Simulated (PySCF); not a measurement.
## BLYP on La (lanthanum, neutral)

Configuration: [Xe] 5d1 6s2, 2D determinant. Computed with PySCF 2.14 in def2-QZVPPD with the def2 core potential (46 electrons) (7s5p4d3f2g, 81 functions), with a scalar-relativistic core potential.

| Property | Result |
| --- | --- |
| Total energy | -31.4517 hartree |
| One-electron energy | -51.8543 hartree |
| Hartree (Coulomb) energy | 24.5493 hartree |
| Exchange-correlation energy | -4.1467 hartree |
| ⟨S²⟩ | 1.2732 |
| ⟨L²⟩ | 7.984 |
| Sum of ⟨r⟩ | 25.91 bohr |
| Sum of ⟨r²⟩ | 81.44 bohr² |
| Traceless quadrupole moment −½Σ⟨3z² − r²⟩ along its main axis | -0.154 e·bohr² |

```
shell  electrons  mean orbital energy (hartree)  spread (hartree)  rms radius, mean of both spins (bohr)
 5s α          1                       -1.44926                 0                                   1.67
 5s β          1                       -1.44136                 0                                   1.67
 5p α          3                       -0.81486           0.00005                                   1.94
 5p β          3                       -0.80477           0.01719                                   1.94
 6s α          1                       -0.12708                 0                                   4.57
 6s β          1                       -0.12402                 0                                   4.57
 5d α          1                       -0.11180                 0                                   3.40
```

⟨L²⟩ = 7.98 against 6 for a pure D term, so this real determinant mixes terms. Energies and moments cover only the electrons outside the core potential. Spin-orbit coupling, absent here, splits the open shell strongly. ⟨S²⟩ = 1.27 against 0.75 shows spin contamination. The s, p, d and f populations moved away from the nominal configuration during the SCF.
